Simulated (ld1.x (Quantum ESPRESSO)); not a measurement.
scandium (Sc): variants of one TM semilocal potential

Base potential:

| Property | Result |
| --- | --- |
| Element | scandium (Sc) |
| Generator | ld1.x (Quantum ESPRESSO) 7.5 |
| Type | norm-conserving Troullier–Martins (semilocal form) |
| Functional | BLYP |
| Relativity | non-relativistic |
| Frozen core | [Ar] |
| Valence charge | 3 |
| Reference configuration | 3d1 4s1.5 4p0.5 |
| Partial waves | 4s (bound): rc 2.15 bohr; 3d (bound): rc 1.85 bohr; 4p (bound): rc 4.20 bohr |
| Local potential | the p channel |
| Core correction | a·sin(br)/r model core inside 1.65 bohr |

Cutoffs, loose and tight: the cutoffs (Ry, on a coarse ladder) from which the occupation-weighted sum of valence levels, in a spherical-Bessel basis at the reference potential, stays within 10 and 1 mRy of its value at 400 Ry. They do not see the model core or the augmentation charge, which bear on the density cutoff. Test errors are all-electron minus pseudo excitation energies from the reference, over the configurations 3d1 4s2 4p0; 3d1 4s1 4p0; 3d1 4s0 4p0; 3d2 4s0 4p0; 3d1 4s0 4p2; 3d2 4s1 4p0; 3d0 4s2 4p0. A dash means not determined; rows that change the core or the reference have their own tests. The largest error is taken over the tests solved by every variant that gives reliable tests at all: 3d1 4s0 4p0; 3d1 4s0 4p2; 3d1 4s1 4p0; 3d1 4s2 4p0; 3d2 4s0 4p0; 3d2 4s1 4p0.

A true bound ghost makes a file unfit for plane-wave use even where its test errors are small: the radial tests pick states by their node count and pass the ghost by. Where a test does run into it, the solver fails or the error is huge.

A semilocal file is local in each channel, so a ghost entry of none says nothing of the separable form that plane-wave codes build from it.

| change | outcome | cutoff, loose | cutoff, tight | bound ghosts | largest test error (meV) |
| --- | --- | --- | --- | --- | --- |
| base | generated | 50 Ry | 70 Ry | none | -156 |
| all radii but the core radius scaled by about 0.79 (s 1.68, p 3.30, d 1.46 bohr) | generated | 80 Ry | 100 Ry | s | +62 |
| all radii but the core radius scaled by about 0.88 (s 1.88, p 3.68, d 1.62 bohr) | generated | 60 Ry | 80 Ry | none | -104 |
| all radii but the core radius scaled by about 1.28 (s 2.76, p 5.38, d 2.38 bohr) | generated | 35 Ry | 45 Ry | none | -163 |
| all radii but the core radius scaled by about 1.38 (s 2.96, p 5.78, d 2.54 bohr) | generated | 35 Ry | 40 Ry | none | -134 |

(1) What comes out with this change to the base: all radii but the core radius scaled by about 0.92 (s 1.98, p 3.86, d 1.70 bohr)?

(2) What comes out with this change to the base: all radii but the core radius scaled by about 1.13 (s 2.42, p 4.74, d 2.08 bohr)?

(3) What comes out with this change to the base: all radii but the core radius scaled by about 1.20 (s 2.58, p 5.04, d 2.22 bohr)?

Answers

(1) outcome: generated; cutoff, loose: 55 Ry; cutoff, tight: 70 Ry; bound ghosts: none; largest test error (meV): -128.

(2) outcome: generated; cutoff, loose: 40 Ry; cutoff, tight: 50 Ry; bound ghosts: none; largest test error (meV): -179.

(3) outcome: generated; cutoff, loose: 40 Ry; cutoff, tight: 45 Ry; bound ghosts: none; largest test error (meV): -174.

Reading the sweep of the scale of all radii but the core radius (base = 1) (base included, trends over the rows without a ghost): The loose cutoff falls from 60 Ry at 0.88 to 35 Ry at 1.38. A larger radius leaves more room for a smooth pseudo-wave, so fewer plane waves are needed; a smaller one forces it to follow the all-electron wave where it bends sharply. The median size of the test errors (rows with all tests solved) rises from 13.0 meV at 0.92 to 30.9 meV at 1.38. More of the atom is replaced by a form fitted at one configuration, so other configurations suffer as the radius grows. Bound ghosts are found at 0.79.
